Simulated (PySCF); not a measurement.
**Orbital picture of LiZn⁺**

r²SCANh at R = 2.475 Å; PySCF, no relativity, basis sets Li 6-31G(d,p), Zn 6-31G(d,p). State: ¹Σ⁺ (singlet), closed shell. Only the outer orbitals are listed, counted within each symmetry.

```json
{"orbital": "7σ", "occ.": "2", "ε (eV)": "-16.04", "on Li (%)": "3", "main shells (%)": "98 Zn d"}
{"orbital": "3π", "occ.": "2", "ε (eV)": "-15.92", "on Li (%)": "1", "main shells (%)": "99 Zn d"}
{"orbital": "3π", "occ.": "2", "ε (eV)": "-15.92", "on Li (%)": "1", "main shells (%)": "99 Zn d"}
{"orbital": "1δ", "occ.": "2", "ε (eV)": "-15.80", "on Li (%)": "0", "main shells (%)": "100 Zn d"}
{"orbital": "1δ", "occ.": "2", "ε (eV)": "-15.80", "on Li (%)": "0", "main shells (%)": "100 Zn d"}
{"orbital": "8σ", "occ.": "2", "ε (eV)": "-11.69", "on Li (%)": "15", "main shells (%)": "83 Zn s"}
{"orbital": "9σ", "occ.": "0", "ε (eV)": "-6.39", "on Li (%)": "37", "main shells (%)": "51 Zn p, 34 Li s, 12 Zn s"}
{"orbital": "4π", "occ.": "0", "ε (eV)": "-5.68", "on Li (%)": "27", "main shells (%)": "73 Zn p, 26 Li p"}
{"orbital": "4π", "occ.": "0", "ε (eV)": "-5.68", "on Li (%)": "27", "main shells (%)": "73 Zn p, 26 Li p"}
```

**Question.** Which are the highest filled and the lowest empty level, where do they sit, and how wide is the gap?

**Answer.** Highest filled 8σ at -11.69 eV (in %: 83 Zn s); lowest empty 9σ at -6.39 eV (in %: 51 Zn p, 34 Li s, 12 Zn s); the gap at r²SCANh is 5.30 eV.

```json
{
  "bond order (Mayer)": "0.63",
  "⟨S²⟩": "0.000",
  "charge on Li (Mulliken, basis-dependent)": "0.61",
  "charge on Li (Löwdin, basis-dependent)": "0.32",
  "dipole moment (positive dipole points towards Zn; it is taken about the centre of mass and depends on that origin)": "-6.67 D"
}
```

Closed-shell solutions of metal pairs were not tested for spin polarisation, which can lower them a little.
